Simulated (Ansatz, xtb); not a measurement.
# Relaxing a trial structure of BClHSi2

The starting geometry of this gas-phase doublet was built from a drawn formula by distance geometry and a force field; its bonds are those of `Cl[BH-]1[Si]=[Si+]1`.

```yaml
atoms:
  - { symbol: B, position_ang: [-0.3478, -1.7728, 0.5945] }
  - { symbol: Cl, position_ang: [-0.9352, -3.4253, -0.0032] }
  - { symbol: Si, position_ang: [0.9097, -0.9971, -0.6088] }
  - { symbol: Si, position_ang: [-1.0635, -0.3900, -0.4179] }
  - { symbol: H, position_ang: [-0.1099, -1.6484, 1.7398] }
```

Q: Where would you expect an optimisation with r2SCAN-D4/def2-SVP to take it?

A: A new bond forms, giving a structure with H5 bridging B1 and Si4, given below by its coordinates. Distances that change by over a tenth: B1–H5 (1.18 → 1.31 Å). Contacts that close: Si4–H5 (2.67 → 1.71 Å).

The energy falls by 2.02 eV over 21 steps:

| step | E − E(last) (eV) |
| --- | --- |
| 1 | 2.019 |
| 3 | 0.989 |
| 5 | 0.748 |
| 8 | 0.672 |
| 10 | 0.518 |
| 12 | 0.363 |
| 14 | 0.275 |
| 17 | 0.034 |
| 19 | 0.001 |
| 21 | 0.000 |

Final geometry (Å):

```yaml
atoms:
  - { symbol: B, position_ang: [-0.2925, -1.9927, 0.3029] }
  - { symbol: Cl, position_ang: [-0.2211, -3.7304, 0.5596] }
  - { symbol: Si, position_ang: [0.3388, -1.0409, -1.3593] }
  - { symbol: Si, position_ang: [-0.5554, -0.0271, 0.4365] }
  - { symbol: H, position_ang: [-0.8165, -1.4426, 1.3646] }
```

From the same start GFN2-xTB ends elsewhere, differing in B1–Si3 (4.05 against 2.02 Å here), Si4–H5 (2.78 against 1.71 Å here).

No frequencies were run, so the end isn't proven a minimum. Open shells are spin-unrestricted. Run with Ansatz 0.2.0, 4 min on 1 thread of Intel(R) Xeon(R) Platinum 8259CL CPU @ 2.50GHz (Skylake/Cascade Lake), on a shared host.
